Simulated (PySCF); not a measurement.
C₃H₄ClNSi, SMILES C1C=C[Si@@H](N=1)Cl. Atoms are numbered in the order given.

```xyz
10

Cl     1.9880     0.0736    -0.7119
Si     0.3767    -0.1785     0.5621
C     -0.7917     1.2954     0.5851
C     -1.9573     0.7978     0.1253
C     -1.9034    -0.6646    -0.2379
N     -0.8113    -1.3215    -0.1083
H      0.8879    -0.6225     1.8798
H     -0.6602     2.3358     0.8867
H     -2.8856     1.3666     0.0050
H     -2.8196    -1.1525    -0.6151
```

Geometry optimised at B3LYP-D3(BJ)/def2-SVP. The structure was generated by enumeration; whether it is a known compound was not checked.

Calculation: B3LYP-D3(BJ)/def2-SVP in PySCF.

Frequencies are harmonic and unscaled.

Computed normal modes with their intensities:
```json
[
 {"mode": "1", "ν (cm⁻¹)": "114", "IR (km/mol)": "0.3", "Raman (Å⁴/amu)": "6.8", "depolarisation": "0.74", "moving atoms (share of kinetic energy)": "C 33 %, Cl 30 %, Si 21 %, H 11 %"},
 {"mode": "2", "ν (cm⁻¹)": "174", "IR (km/mol)": "1.9", "Raman (Å⁴/amu)": "4.5", "depolarisation": "0.75", "moving atoms (share of kinetic energy)": "C 29 %, Cl 23 %, Si 20 %, N 15 %, H 13 %"},
 {"mode": "3", "ν (cm⁻¹)": "360", "IR (km/mol)": "4.3", "Raman (Å⁴/amu)": "3.4", "depolarisation": "0.32", "moving atoms (share of kinetic energy)": "C 39 %, Cl 27 %, N 24 %, H 10 %"},
 {"mode": "4", "ν (cm⁻¹)": "454", "IR (km/mol)": "1.4", "Raman (Å⁴/amu)": "0.8", "depolarisation": "0.60", "moving atoms (share of kinetic energy)": "C 45 %, H 36 %, N 16 %"},
 {"mode": "5", "ν (cm⁻¹)": "499", "IR (km/mol)": "32.8", "Raman (Å⁴/amu)": "4.2", "depolarisation": "0.26", "moving atoms (share of kinetic energy)": "Si 44 %, C 22 %, N 18 %, H 8 %"},
 {"mode": "6", "ν (cm⁻¹)": "586", "IR (km/mol)": "83.5", "Raman (Å⁴/amu)": "6.0", "depolarisation": "0.23", "moving atoms (share of kinetic energy)": "Si 48 %, Cl 23 %, N 11 %, C 11 %"},
 {"mode": "7", "ν (cm⁻¹)": "648", "IR (km/mol)": "9.9", "Raman (Å⁴/amu)": "2.5", "depolarisation": "0.66", "moving atoms (share of kinetic energy)": "C 48 %, Si 32 %, N 13 %"},
 {"mode": "8", "ν (cm⁻¹)": "704", "IR (km/mol)": "38.4", "Raman (Å⁴/amu)": "8.6", "depolarisation": "0.71", "moving atoms (share of kinetic energy)": "H 82 %, C 15 %"},
 {"mode": "9", "ν (cm⁻¹)": "735", "IR (km/mol)": "9.5", "Raman (Å⁴/amu)": "5.7", "depolarisation": "0.74", "moving atoms (share of kinetic energy)": "H 80 %, C 13 %"},
 {"mode": "10", "ν (cm⁻¹)": "760", "IR (km/mol)": "21.7", "Raman (Å⁴/amu)": "10.1", "depolarisation": "0.18", "moving atoms (share of kinetic energy)": "N 39 %, C 26 %, H 20 %, Si 15 %"},
 {"mode": "11", "ν (cm⁻¹)": "828", "IR (km/mol)": "212.6", "Raman (Å⁴/amu)": "8.0", "depolarisation": "0.73", "moving atoms (share of kinetic energy)": "H 77 %, Si 12 %, C 9 %"},
 {"mode": "12", "ν (cm⁻¹)": "870", "IR (km/mol)": "62.9", "Raman (Å⁴/amu)": "2.4", "depolarisation": "0.26", "moving atoms (share of kinetic energy)": "C 40 %, H 32 %, N 19 %, Si 8 %"},
 {"mode": "13", "ν (cm⁻¹)": "939", "IR (km/mol)": "48.9", "Raman (Å⁴/amu)": "2.4", "depolarisation": "0.22", "moving atoms (share of kinetic energy)": "C 69 %, H 26 %"},
 {"mode": "14", "ν (cm⁻¹)": "968", "IR (km/mol)": "4.8", "Raman (Å⁴/amu)": "2.6", "depolarisation": "0.73", "moving atoms (share of kinetic energy)": "H 73 %, C 26 %"},
 {"mode": "15", "ν (cm⁻¹)": "1013", "IR (km/mol)": "0.3", "Raman (Å⁴/amu)": "3.2", "depolarisation": "0.75", "moving atoms (share of kinetic energy)": "H 67 %, C 33 %"},
 {"mode": "16", "ν (cm⁻¹)": "1079", "IR (km/mol)": "14.9", "Raman (Å⁴/amu)": "13.3", "depolarisation": "0.60", "moving atoms (share of kinetic energy)": "H 86 %, C 10 %"},
 {"mode": "17", "ν (cm⁻¹)": "1302", "IR (km/mol)": "9.6", "Raman (Å⁴/amu)": "2.6", "depolarisation": "0.71", "moving atoms (share of kinetic energy)": "H 68 %, C 31 %"},
 {"mode": "18", "ν (cm⁻¹)": "1354", "IR (km/mol)": "11.8", "Raman (Å⁴/amu)": "11.1", "depolarisation": "0.68", "moving atoms (share of kinetic energy)": "H 73 %, C 18 %, N 9 %"},
 {"mode": "19", "ν (cm⁻¹)": "1576", "IR (km/mol)": "34.9", "Raman (Å⁴/amu)": "38.2", "depolarisation": "0.11", "moving atoms (share of kinetic energy)": "C 85 %, N 11 %"},
 {"mode": "20", "ν (cm⁻¹)": "1672", "IR (km/mol)": "37.2", "Raman (Å⁴/amu)": "3.3", "depolarisation": "0.52", "moving atoms (share of kinetic energy)": "C 65 %, N 29 %"},
 {"mode": "21", "ν (cm⁻¹)": "2271", "IR (km/mol)": "94.7", "Raman (Å⁴/amu)": "175.5", "depolarisation": "0.22", "moving atoms (share of kinetic energy)": "H 97 %"},
 {"mode": "22", "ν (cm⁻¹)": "3062", "IR (km/mol)": "53.4", "Raman (Å⁴/amu)": "210.8", "depolarisation": "0.32", "moving atoms (share of kinetic energy)": "H 92 %, C 8 %"},
 {"mode": "23", "ν (cm⁻¹)": "3164", "IR (km/mol)": "13.7", "Raman (Å⁴/amu)": "175.0", "depolarisation": "0.35", "moving atoms (share of kinetic energy)": "H 92 %, C 8 %"},
 {"mode": "24", "ν (cm⁻¹)": "3221", "IR (km/mol)": "0.8", "Raman (Å⁴/amu)": "125.8", "depolarisation": "0.24", "moving atoms (share of kinetic energy)": "H 91 %, C 9 %"}
]
```
